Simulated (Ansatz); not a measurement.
A run for Ansatz (a program for electronic structure): U-CAM-B3LYP/def2-TZVPP on CF3 (SMILES F[C](F)F).

Ansatz 0.2 input:
```yaml
crystal:
  periodic: [false, false, false]
  atoms:
    - {symbol: C, position_ang: [-0.00002039, -0.00000000, 0.29798432]}
    - {symbol: F, position_ang: [1.25996376, 0.00000000, -0.09933223]}
    - {symbol: F, position_ang: [-0.63002169, 1.09118068, -0.09932605]}
    - {symbol: F, position_ang: [-0.63002169, -1.09118068, -0.09932605]}
basis:
  gaussian:
    orbitals: def2-TZVPP
hamiltonian:
  xc: {name: CAM-B3LYP}
magnetization: {spin_polarized: true, initial_magnetization: 1}
```

The log:

```
WARN ansatz: RAYON_NUM_THREADS=4 ignored (pool sized by the plan → 4); use --threads N
Functional definition: CAM-B3LYP
integrals: 0.04 GiB planned
648 factors; their error is unknown
integrals: 0.07 GiB planned
120 factors; integrals over basis functions are off by at most 7.8e-6 eV
mean field: 0.52 GiB planned
mean field evaluation 1: about -9185.3701 eV, gradient 2.8e1 eV
mean field evaluation 2: about -9184.4137 eV, gradient 3.5e1 eV
mean field evaluation 4: about -9187.5105 eV, gradient 3.9e-1 eV
mean field evaluation 8: about -9187.5376 eV, gradient 2.1e-1 eV
mean field evaluation 16: about -9187.5377 eV, gradient 3.5e-5 eV
mean field -9187.53770103 eV, -337.6357829761 hartree, gradient 3.5e-5 eV, S^2 0.751805; 0 other end points of the search recorded, 0 dependent functions left out
reference -9187.53776969 eV, -337.6357854994 hartree; 17, 16 occupied and 107, 108 virtual orbitals, 648 factors
Total energy: -9187.53776969 eV, -337.6357854994 hartree
```

Self-consistency was reached.

Cost: around 4 core-seconds (rough).
